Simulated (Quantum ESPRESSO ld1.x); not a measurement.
Hf II, configuration [Xe] 4f14 5d1 6s2. Calculated with ld1.x of Quantum ESPRESSO 7.5: non-relativistic Kohn-Sham, LDA (Slater exchange, VWN5 correlation), spin-polarised, spherical densities, point nucleus; open shells are filled with parallel spins first; relativity is left out, which matters for an element this heavy.

Radial electron density D(r) = 4 pi r^2 rho(r):

```
   r/bohr * D(r) (the largest magnitude, 127, reaches the edge; | marks zero)
 0.000697 |*
0.0008115 |*
0.0009523 |*
 0.001109 | *
 0.001301 | *
 0.001515 |  *
 0.001777 |   *
 0.002069 |    *
 0.002428 |     *
 0.002827 |       *
 0.003317 |         *
 0.003862 |           *
 0.004532 |               *
 0.005276 |                  *
 0.006191 |                      *
 0.007207 |                          *
 0.008458 |                              *
 0.009846 |                                 *
  0.01155 |                                     *
  0.01345 |                                      *
  0.01579 |                                       *
  0.01838 |                                      *
  0.02157 |                                     *
  0.02511 |                                    *
  0.02946 |                                   *
   0.0343 |                                     *
  0.04025 |                                          *
  0.04686 |                                               *
  0.05499 |                                                    *
  0.06401 |                                                      *
  0.07512 |                                                    *
  0.08745 |                                                *
   0.1026 |                                            *
   0.1195 |                                           *
   0.1402 |                                              *
   0.1632 |                                                 *
   0.1915 |                                               *
    0.223 |                                        *
   0.2617 |                              *
   0.3046 |                         *
   0.3575 |                          *
   0.4162 |                             *
   0.4884 |                             *
   0.5685 |                        *
   0.6672 |                *
   0.7767 |           *
   0.9115 |       *
    1.061 |     *
    1.245 |    *
     1.45 |   *
    1.701 | *
     1.98 |*
    2.324 |*
    2.706 |*
    3.175 *
    3.696 *
    4.338 *
     5.05 *
    5.926 *
    6.899 *
    8.096 *
    9.425 *
```

D(r) has 4 maxima, at r = 0.0157, 0.0645, 0.169, 0.447 bohr, and minima at 0.0276, 0.113, 0.320 bohr, inside which lie 1.95, 11.40, 30.18 electrons.
